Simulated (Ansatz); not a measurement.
Input file for Ansatz (a first-principles code): R-PBE0/def2-TZVPPD on HI (SMILES I) with ghost functions, monomers drawn apart or pushed together. Elements past Kr take the def2 small-core potentials; no spin–orbit coupling. Files ending in .json are basis or fitting sets from the Basis Set Exchange.

Ansatz 0.2 input:
```yaml
crystal:
  periodic: [false, false, false]
  atoms:
    - {symbol: I, position_ang: [0.72859396, -0.18240860, 3.86452175]}
    - {symbol: H, position_ang: [0.45088068, -0.15822208, 2.25502094]}
basis:
  gaussian:
    orbitals: def2-TZVPPD.json
    ghost_atoms:
      - {symbol: S, position_ang: [-0.09462111, 0.07228081, 0.10211770]}
      - {symbol: H, position_ang: [0.05622807, 1.40178412, 0.21974022]}
      - {symbol: H, position_ang: [-1.39045405, 0.12642748, 0.45124834]}
hamiltonian:
  xc: {name: PBE0}
scf: {lower_state_search: off}
```

Program output:

```
WARN ansatz: RAYON_NUM_THREADS=1 ignored (pool sized by the plan → 1); use --threads N
Functional definition: PBE0
these checks for a lower state are left out or cut short: stability, starts, cluster_reference, orbital_swaps, neighbouring_geometries, increment
integrals: 0.07 GiB planned
937 factors; their error is unknown
mean field: 0.58 GiB planned
mean field evaluation 1: about -8117.3643 eV, gradient 4.1e0 eV
mean field evaluation 2: about -8117.3975 eV, gradient 3.5e0 eV
mean field evaluation 4: about -8117.4173 eV, gradient 9.4e-2 eV
mean field evaluation 8: about -8117.6559 eV, gradient 9.0e-3 eV
mean field -8117.65586571 eV, -298.3183507201 hartree, gradient 2.9e-7 eV, S^2 0.000000; 0 other end points of the search recorded, 0 dependent functions left out
reference -8117.65589409 eV, -298.3183517631 hartree; 13, 13 occupied and 148, 148 virtual orbitals, 937 factors
Total energy: -8117.65589409 eV, -298.3183517631 hartree
Checks for a lower state left out: stability, starts, cluster_reference, orbital_swaps, neighbouring_geometries, increment
```

The calculation finished and met its thresholds.

Cost: roughly 1.0 core-seconds.
